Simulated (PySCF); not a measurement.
Compound: C₇H₁₀FO₂ (charge +1).
Numbering: `[CH2:1]=[CH:2][C@@H:3]1[CH2:4][O:5][C+:6]([C@H:7]([CH3:8])[F:9])[O:10]1` (hydrogens: H11, H12 on C1; H13 on C2; H14 on C3; H15, H16 on C4; H17 on C7; H18, H19, H20 on C8)

Method used: PBE0-D3(BJ)/def2-SVP geometry optimisation, gas phase in PySCF.

Question: Give the optimised bond lengths and angles.

Answer: 
```tsv
bond	length (bohr)
C1=C2	2.521
C2–C3	2.800
C3–C4	2.908
C4–O5	2.753
O5–C6	2.403
C6–C7	2.834
C7–C8	2.866
C7–F9	2.552
C6–O10	2.397
C3–O10	2.839
C1–H11	2.065
C1–H12	2.068
C2–H13	2.071
C3–H14	2.075
C4–H15	2.072
C4–H16	2.075
C7–H17	2.094
C8–H18, C8–H19, C8–H20	2.076
```

Bonds in one row agree within 0.02 bohr and their mean is given. A selection of angles:
```tsv
angle	degrees
C2–C1–H11	120.9
C2–C1–H12	122.0
H11–C1–H12	117.1
C1–C2–C3	122.4
C1–C2–H13	120.9
C3–C2–H13	116.6
C2–C3–C4	116.1
C2–C3–O10	110.1
C2–C3–H14	111.7
C4–C3–O10	100.5
C4–C3–H14	113.0
O10–C3–H14	104.2
C3–C4–O5	103.9
C3–C4–H15	114.2
C3–C4–H16	113.7
O5–C4–H15	107.4
O5–C4–H16	106.9
H15–C4–H16	110.1
C4–O5–C6	109.1
O5–C6–C7	121.6
O5–C6–O10	117.0
C7–C6–O10	121.5
C6–C7–C8	111.4
C6–C7–F9	107.9
C6–C7–H17	105.5
C8–C7–F9	111.7
C8–C7–H17	110.5
F9–C7–H17	109.6
C7–C8–H18	110.5
C7–C8–H19	111.0
C7–C8–H20	108.1
H18–C8–H19	109.9
C3–O10–C6	109.3
```

Dihedral angles: C1–C2–C3–C4 -132° (anticlinal); C2–C3–C4–O5 -122° (anticlinal); C3–C4–O5–C6 4° (synperiplanar); C4–O5–C6–C7 178° (antiperiplanar); O5–C6–C7–C8 120° (anticlinal); O5–C6–O10–C3 0° (synperiplanar); C2–C3–O10–C6 125° (anticlinal).

Of the pairs four or more bonds apart, H12···H14 is among the closest relative to their van der Waals radii: 2.40 Å, 100 % of the sum of Bondi's values. The 5 C–C bonds span 1.334 Å (C1=C2, drawn double) to 1.539 Å (C3–C4, drawn single), a spread of 0.205 Å. C2 (alkene CH carbon) is planar (angles 122.4°, 120.9° and 116.6°, sum 360.0°, 0.01 Å off the plane of its three neighbours). The 4 C–O bonds span 1.269 Å (C6–O10, drawn single) to 1.502 Å (C3–O10, drawn single), a spread of 0.233 Å. The 5-membered ring C3–C4–O5–C6–O10 has internal angles of 100.5° to 117.0° (sum 540°, against 540° for a flat polygon); it is almost planar, 0.02 Å rms from its mean plane, widest ring torsion 4°. C1 (terminal =CH2 carbon) is planar (angles 122.0°, 120.9° and 117.1°, sum 360.0°, 0.00 Å off the plane of its three neighbours). O5 (oxygen bonded to 2 C) is bent (angle 109.1°).

Point group: C1 (no symmetry element, even within 0.4 Å). Not checked by PBE0-D3(BJ)/def2-SVP frequencies.

One conformer stands for the species.
